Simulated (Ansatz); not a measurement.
A nudged elastic band was laid between two geometries of CH6Sn + H2O (11 atoms, charge 0, multiplicity 1).

The calculation used RKS PBE/def2-SVP in Ansatz.

```yaml
movable_images: 7
climbing_image: yes
spring: 5.0 eV/Å²
optimiser: quadratic models (default)
start_path: through a guess of the saddle point
force_threshold: 0.05 eV/Å
iteration_limit: 60
end_points: relaxed
```

First end point:

```xyz
11
Properties=species:S:1:pos:R:3
Sn -0.183 -0.156 0.135
C -0.251 -0.178 2.313
H -0.928 -0.981 2.662
H 0.760 -0.367 2.724
H -0.624 0.795 2.686
H 1.440 -0.338 -0.446
H -0.917 1.254 -0.534
H -1.065 -1.543 -0.440
O 1.650 2.221 1.184
H 2.411 1.697 0.871
H 1.623 2.011 2.136
```

Last end point:

```xyz
11
Properties=species:S:1:pos:R:3
Sn 0.415 0.348 -1.295
C -0.001 0.309 3.707
H -1.041 -0.062 3.784
H 0.696 -0.513 3.961
H 0.142 1.143 4.420
H 1.769 0.386 -2.376
H -0.887 1.332 -1.838
H -0.071 -1.284 -0.975
O 0.952 1.259 0.433
H 1.753 0.834 0.797
H 0.189 0.665 2.675
```

Problem. What changes between the two ends?

Solution. Bonds broken: Sn1–C2, O9–H11. Bonds formed: Sn1–O9, C2–H11. CH6Sn + H2O becomes CH4 + H4OSn.

Problem. Give the energies along the band, and the barrier.

Solution. It converged. The highest image is number 3 of 0 to 8, 135.3 kJ/mol above the first end and 170.8 kJ/mol above the last; the last end lies 35.5 kJ/mol below the first. A structure lower than the first end lies on the path between it and the top, so the climb from that side starts below the end, which may itself be a saddle point or a shallow side well. Neighbouring images differ by up to 1.4 eV, so the band resolves the path poorly. A vibrational analysis at the climbing image gives one clearly imaginary mode, 1197i cm⁻¹: a first-order saddle point. The orbitals stay closed-shell, which can raise the energy where a bond breaks towards radicals; this wasn't checked here.

| image | path coordinate (Å) | energy (kJ/mol) | Sn1–C2 (Å) | O9–H11 (Å) | Sn1–O9 (Å) |
| --- | --- | --- | --- | --- | --- |
| 0 | 0.00 | 0.0 | 2.18 | 0.98 | 3.18 |
| 1 | 1.67 | -1.7 | 2.17 | 0.98 | 3.34 |
| 2 | 3.34 | 10.7 | 2.20 | 0.98 | 3.03 |
| 3 | 5.02 | 135.3 | 2.58 | 1.20 | 2.25 |
| 4 | 6.01 | 0.8 | 3.15 | 1.87 | 2.05 |
| 5 | 7.00 | -31.9 | 3.77 | 2.33 | 2.03 |
| 6 | 7.99 | -34.4 | 4.24 | 2.45 | 2.03 |
| 7 | 8.98 | -35.2 | 4.63 | 2.45 | 2.03 |
| 8 | 9.97 | -35.5 | 5.02 | 2.44 | 2.03 |

Problem. What is the geometry of the highest image?

Solution. 
```xyz
11
Properties=species:S:1:pos:R:3
Sn 0.199 0.169 -0.057
C -0.102 0.149 2.508
H -1.194 0.039 2.344
H 0.315 -0.838 2.789
H -0.003 0.827 3.387
H 1.389 0.231 -1.333
H -1.202 1.082 -0.465
H -0.096 -1.531 0.171
O 1.414 1.712 1.041
H 2.374 1.515 1.052
H 0.822 1.060 1.853
```

Run time: 2.5 min on 2 threads of Intel(R) Xeon(R) 6975P-C (Granite Rapids), on a shared host, peak memory 0.14 GiB.
